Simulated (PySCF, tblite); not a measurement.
Isomers of [C7H10OP]+ (charge +1), one GFN2-xTB conformer each. Single-point energies are computed at PBE0/pcSseg-1 (PySCF, gas phase, no added dispersion term), electronic only.

Problem. Rank them by PBE0/pcSseg-1 energy, lowest first (kcal/mol).
A. `[CH3:1][C@@H:2]1[CH2:3][P@H+:4]1[c:5]1[cH:6][cH:7][cH:8][o:9]1` (charge +1) with C3–P4–C5–C6 -41°
B. `[CH:1]#[C:2][PH+:3]1[CH2:4][CH2:5][C:6](=[O:7])[CH2:8][CH2:9]1` (charge +1) with C2–P3–C4–C5 70°, P3–C4–C5–C6 57°, C4–C5–C6–O7 114°, C5–C6–C8–C9 66°

Solution. A (0.0), B (9.0).

As drawn, the lower has a three-membered ring, which the higher lacks. GFN2-xTB itself gives, in the same order: 0.0, 17.2. Both levels put the same isomer lowest.

Problem. Which frontier levels and rotational constants go with these structures?

Solution. 
| SMILES | HOMO (eV, PBE0/pcSseg-1) | LUMO (eV) | A, B, C (MHz) |
| --- | --- | --- | --- |
| C[C@@H]1C[P@H+]1c1ccco1 | -11.34 | -5.33 | 4101, 762.7, 693.6 |
| C#C[PH+]1CCC(=O)CC1 | -11.27 | -5.57 | 2449, 986.7, 931.1 |

Problem. What happens when harmonic zero-point energies from GFN2-xTB frequencies are added?

Solution. 
| SMILES | ZPE (kcal/mol) | electronic (kcal/mol) | with ZPE (kcal/mol) |
| --- | --- | --- | --- |
| C[C@@H]1C[P@H+]1c1ccco1 | 92.9 | 0.0 | 0.0 |
| C#C[PH+]1CCC(=O)CC1 | 92.5 | 9.0 | 8.7 |

The zero-point energies span 0.4 kcal/mol. The order is unchanged.
